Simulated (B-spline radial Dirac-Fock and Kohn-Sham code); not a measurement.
**X-ray emission lines of Tb²⁷⁺**

System: the Tb²⁷⁺ ion in the configuration [Kr] 4d2.

Input file task.json (cfg lists n, l and occupation; rrms is the nuclear radius in fm):

```json
{"items": [{
  "Z": 65,
  "q": 27,
  "cfg": [[1, 0, 2], [2, 0, 2], [2, 1, 6], [3, 0, 2], [3, 1, 6], [3, 2, 10], [4, 0, 2], [4, 1, 6], [4, 2, 2]],
  "A": 159,
  "rrms": 5.06,
  "do": ["binding"]
}]}
```

Command: `python xray_run.py task.json out`

Calculated with a radial finite-basis atomic code, using ΔSCF Dirac-Fock with Breit, self-energy and vacuum polarisation, finite nucleus, configuration average. A line energy is the difference of two single-hole energies; the list is a selection of electric-dipole transitions between resolved j subshells. The model has no electron correlation.

```
 line  energy (eV)  wavelength (Å)
 Kβ2'      51863.0         0.23906
Kβ2''      51818.7         0.23927
  Kβ1      50412.1         0.24594
  Kβ3      50253.9         0.24672
  Kα1      44478.8         0.27875
  Kα2      43740.4         0.28345
  Lγ3       8582.8          1.4446
  Lγ2       8538.5          1.4521
  Lγ5       7990.9          1.5516
  Lβ6       7252.6          1.7095
  Lβ3       7132.0          1.7384
  Lβ1       7006.3          1.7696
```
